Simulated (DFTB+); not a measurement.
DFTB+ input (SCC-DFTB): The folder sk holds the Slater-Koster set scc that CP2K ships.

```
Geometry = xyzFormat {
19

C      3.24006800     0.13599800    -0.06355700
C      1.90269700    -0.42678900     0.40558900
C      0.71583000     0.29185500    -0.23822600
C     -0.62961900    -0.28104500     0.24745500
C     -1.74751900     0.45324200    -0.41923000
O     -3.10284400    -0.12618400     0.13506400
H      3.35483600     0.03543200    -1.14460100
H      4.06838200    -0.39176900     0.40865100
H      3.33398200     1.19427200     0.18759000
H      1.82551200    -0.34236700     1.49330400
H      1.84643300    -1.49376700     0.17097700
H      0.78196200     0.20421500    -1.32653000
H      0.76254500     1.35862900    -0.00173000
H     -0.70564500    -0.17524600     1.33148300
H     -0.67306000    -1.34651600    -0.00105100
H     -1.80715900     0.31422600    -1.49586000
H     -1.83354100     1.49839500    -0.13699500
H     -3.11678400    -1.10139700     0.14677800
H     -3.90344900     0.21579800    -0.30471300
}
Hamiltonian = DFTB {
  SCC = Yes
  SCCTolerance = 1e-8
  MaxSCCIterations = 300
  Charge = 1
  SlaterKosterFiles = Type2FileNames {
    Prefix = "sk/"
    Separator = ""
    Suffix = ".spl"
    LowerCaseTypeName = Yes
  }
  MaxAngularMomentum {
    C = "p"
    H = "s"
    O = "p"
  }
  Filling = Fermi { Temperature [K] = 0 }
}
ParserOptions { ParserVersion = 14 }
```

From the output:

```
   14   1   0   0       0.90513458  s
   15   1   0   0       0.92050474  s
   16   1   0   0       0.90178621  s
   17   1   0   0       0.88699192  s
   18   1   0   0       0.62632842  s
   19   1   0   0       0.62541654  s

Fermi level:                        -0.2765146220 H           -7.5243 eV
Band energy:                       -23.4945252651 H         -639.3186 eV
TS:                                  0.0000000000 H            0.0000 eV
Band free energy (E-TS):           -23.4945252651 H         -639.3186 eV
Extrapolated E(0K):                -23.4945252651 H         -639.3186 eV
Input / Output electrons (q):     38.0000000000     38.0000000000

Energy H0:                         -16.8937193429 H         -459.7015 eV
Energy SCC:                          0.1253319026 H            3.4105 eV
Total Electronic energy:           -16.7683874402 H         -456.2910 eV
Repulsive energy:                    0.2499893587 H            6.8026 eV
Total energy:                      -16.5183980816 H         -449.4885 eV
Extrapolated to 0:                 -16.5183980816 H         -449.4885 eV
Total Mermin free energy:          -16.5183980816 H         -449.4885 eV
Force related energy:              -16.5183980816 H         -449.4885 eV

Non-constrained calculation

SCC converged

Warning: dipole moment is not defined absolutely!
Dipole moment:   -4.38151706   -0.22093907   -0.40259345 au
Dipole moment:  -11.13670641   -0.56157116   -1.02329056 Debye
```

The dipole moment of an ion depends on the origin.

The geometry given is a B3LYP-D3(BJ)/def2-TZVP minimum.
